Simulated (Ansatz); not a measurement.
Be6Te6⁺, that is (BeTe)6 ring with one electron fewer. The state is a doublet with charge 1. Geometry r2SCAN-D4/def2-SVP; atoms count from 1.

```xyz
12

Be    0.9294    0.9449   -1.4889
Te    2.6266    1.3709    0.0991
Be    1.0826    0.5075    1.7254
Te   -1.0490    1.4128    2.2719
Be   -1.9001    0.8910    0.1109
Te   -2.6259   -1.3712   -0.1003
Be   -0.9297   -0.9437    1.4898
Te    1.1939   -1.8637    1.9695
Be    1.9015   -0.8910   -0.1107
Te    1.0475   -1.4135   -2.2694
Be   -1.0835   -0.5072   -1.7265
Te   -1.1933    1.8632   -1.9707
```

In the def2 sets Te takes a core potential; there is no spin–orbit coupling. Single mean-field runs in def2-TZVP are fitted with def2-universal-jkfit.

Estimate the Mulliken populations from the PBE0/def2-TZVP orbitals of Ansatz.


```json
{"atom": "Be1", "charge (e)": "0.12", "spin (α − β)": "-0.02"}
{"atom": "Te2", "charge (e)": "0.04", "spin (α − β)": "0.12"}
{"atom": "Be3", "charge (e)": "0.12", "spin (α − β)": "-0.02"}
{"atom": "Te4", "charge (e)": "0.06", "spin (α − β)": "0.32"}
{"atom": "Be5", "charge (e)": "0.12", "spin (α − β)": "-0.02"}
{"atom": "Te6", "charge (e)": "0.04", "spin (α − β)": "0.12"}
{"atom": "Be7", "charge (e)": "0.12", "spin (α − β)": "-0.02"}
{"atom": "Te8", "charge (e)": "0.04", "spin (α − β)": "0.12"}
{"atom": "Be9", "charge (e)": "0.12", "spin (α − β)": "-0.02"}
{"atom": "Te10", "charge (e)": "0.06", "spin (α − β)": "0.33"}
{"atom": "Be11", "charge (e)": "0.12", "spin (α − β)": "-0.02"}
{"atom": "Te12", "charge (e)": "0.04", "spin (α − β)": "0.12"}
```
Mulliken values depend strongly on the basis.

Where does the spin sit?

Summed by element: Be -0.13, Te 1.13, of 1 unpaired in all. Largest on single atoms: Te10 0.33, Te4 0.32, Te8 0.12.

And the Mayer bond orders between heavy atoms (over 0.3)?

Be1–Te2 0.86 (2.36 Å); Be1–Te10 0.62 (2.49 Å); Be1–Te12 0.86 (2.36 Å); Te2–Be3 0.77 (2.40 Å); Te2–Be9 0.79 (2.38 Å); Be3–Te4 0.82 (2.38 Å); Be3–Te8 0.79 (2.39 Å); Te4–Be5 0.82 (2.38 Å); Te4–Be7 0.62 (2.49 Å); Be5–Te6 0.79 (2.39 Å); Be5–Te12 0.77 (2.40 Å); Te6–Be7 0.86 (2.36 Å); Te6–Be11 0.77 (2.40 Å); Be7–Te8 0.86 (2.36 Å); Te8–Be9 0.77 (2.40 Å); Be9–Te10 0.82 (2.38 Å); Te10–Be11 0.82 (2.38 Å); Be11–Te12 0.79 (2.39 Å).
